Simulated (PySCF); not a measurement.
Species: C₇H₇NS₂.
Z-matrix (Å and degrees, PBE0-D3(BJ)/def2-SVP geometry), rows numbered from 1:
```
C 
S   1  1.7975
C   2  1.7533  1  101.43
C   3  1.3744  2  128.73  1    -5.56
S   4  1.7423  3  113.66  2  -179.94
C   5  1.7277  4   91.12  3     0.18
C   6  1.4206  5  141.37  4  -179.22
C   7  1.3815  6  105.77  5   179.13
N   8  1.3729  7  109.67  6    -0.02
C   9  1.3666  8  108.73  7    -0.03
H   1  1.0998  2  110.97  3   -58.84
H   1  1.1000  2  111.22  3    63.99
H   1  1.0985  2  106.42  3  -177.52
H   4  1.0881  3  127.59  2    -0.20
H   7  1.0870  6  128.31  5    -0.98
H   8  1.0879  7  129.49  6   179.86
H   9  1.0095  8  125.47  7  -179.28
```

Computed with PySCF at wB97X-D/def2-SVPD, non-relativistic, on one gas-phase PBE0-D3(BJ)/def2-SVP geometry that isn't relaxed in the solvent. The solvent is an IEF-PCM continuum (van der Waals radii × 1.2), and excitations are vertical TDDFT with non-equilibrium linear response and a frozen core. Specific hydrogen bonds and non-electrostatic terms are outside this model.

Gas-phase singlets (H = HOMO, L = LUMO):

```json
{"state": "S1", "E (eV)": "4.989", "λ (nm)": "249", "f": "0.068", "leading configuration": "H→L 38%"}
{"state": "S2", "E (eV)": "5.076", "λ (nm)": "244", "f": "0.145", "leading configuration": "H→L 55%"}
{"state": "S3", "E (eV)": "5.324", "λ (nm)": "233", "f": "0.219", "leading configuration": "H-1→L 93%"}
{"state": "S4", "E (eV)": "5.598", "λ (nm)": "221", "f": "0.005", "leading configuration": "H→L+2 42%"}
{"state": "S5", "E (eV)": "5.714", "λ (nm)": "217", "f": "0.001", "leading configuration": "H-1→L+1 35%"}
```

What are the lowest 5 singlets in chloroform (ε = 4.711)?

| state | E (eV) | λ (nm) | f | leading configuration | change by rank (eV) |
| --- | --- | --- | --- | --- | --- |
| S1 | 4.956 | 250 | 0.292 | H→L 92% | -0.033 |
| S2 | 5.123 | 242 | 0.021 | H→L+1 70% | +0.047 |
| S3 | 5.253 | 236 | 0.303 | H-1→L 94% | -0.071 |
| S4 | 5.678 | 218 | 0.008 | H→L+2 56% | +0.080 |
| S5 | 5.747 | 216 | 0.001 | H→L+4 32% | +0.033 |

The ground-state energy changes by -0.249 eV from gas to chloroform. By how much does the total energy of gas-phase S2 change?

E(S2) = E(S0) + excitation energy, so it changes by -0.249 − 0.120 = -0.369 eV: it is lowered more than the ground state, which is what a red shift means. This is the vertical state, with the slow part of the continuum still set for S0.

How do the frontier levels move from gas to chloroform?

```
orbital  gas (eV)  solvent (eV)  change (eV)                   Löwdin shares, gas               Löwdin shares, solvent
 LUMO+2      1.99          2.09        +0.10   S2 45 %, S5 12 %, H17 10 %, C1 6 %    S2 44 %, S5 15 %, H17 8 %, C8 6 %
 LUMO+1      1.72          1.85        +0.13    S2 37 %, S5 20 %, C1 8 %, H17 7 %     S5 34 %, S2 30 %, C1 7 %, C3 4 %
   LUMO      1.37          1.33        -0.04   C4 22 %, C3 17 %, S5 13 %, C8 11 %   C4 23 %, C3 18 %, S5 14 %, C8 10 %
   HOMO     -7.39         -7.45        -0.06   S2 19 %, C4 18 %, S5 16 %, C3 14 %   S2 19 %, C4 18 %, S5 15 %, C3 14 %
 HOMO-1     -7.94         -8.00        -0.06  C10 21 %, S5 15 %, C6 14 %, C8 14 %  C10 21 %, S5 16 %, C6 14 %, C8 14 %
 HOMO-2     -8.91         -8.94        -0.03   S2 25 %, C7 20 %, N9 14 %, C6 10 %   S2 24 %, C7 20 %, N9 15 %, C6 10 %
 HOMO-3    -10.51        -10.58        -0.07   S5 20 %, S2 17 %, C3 14 %, C6 14 %   S5 20 %, S2 17 %, C3 15 %, C6 14 %
```

The HOMO–LUMO gap goes from 8.77 to 8.79 eV.

The pairwise dispersion term of wB97X-D wasn't added to the energies; at a given geometry it leaves orbitals and properties as they are.
